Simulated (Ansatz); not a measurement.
Born–Oppenheimer molecular dynamics of CH3NOTe (7 atoms, charge 0, multiplicity 1). It starts at the highest image of a converged band, a first-order saddle point between two minima.

Method: RKS PBE0-D4/def2-SVP in Ansatz.

| Quantity | Value |
| --- | --- |
| ensemble | NVE (velocity Verlet) |
| time step | 0.5 fs |
| steps asked | 200 |
| starting velocities drawn for | 100 K |
| seed | 10729 |

First frame:

```xyz
7
Properties=species:S:1:pos:R:3
N 1.004 1.028 0.347
C 0.146 0.254 0.828
O -0.500 -0.796 0.236
Te -0.226 -1.085 -1.939
H 1.187 0.829 -0.648
H -0.194 0.337 1.873
H -1.419 -0.568 -0.698
```

**Question.** How far do the bonds stretch over the last three quarters of this one trajectory? (Pairs bonded in most of those frames.)

**Answer.** 
```tsv
bond	mean (Å)	spread (Å)	shortest	longest
N1–C2	1.241	0.011	1.22	1.27
N1–H5	1.039	0.020	1.01	1.07
C2–O3	1.420	0.031	1.38	1.47
C2–H6	1.101	0.005	1.09	1.11
O3–Te4	2.360	0.096	2.19	2.48
O3–H7	1.005	0.062	0.90	1.10
```

Mean temperature of the second half: 765 K. The conserved energy stayed within 0.55 meV per atom of its start (net change 0.036 meV per atom), so the integration is sound. The kinetic energy rose, since the run started high on the potential surface and went downhill. A run of 0.1 ps of so small a system gives no equilibrium averages. The orbitals stay closed-shell, which can raise the energy where a bond breaks towards radicals; this wasn't checked here.

Run time: 5 min on 2 threads of Intel(R) Xeon(R) Platinum 8488C (Sapphire Rapids), on a shared host, peak memory 0.19 GiB.
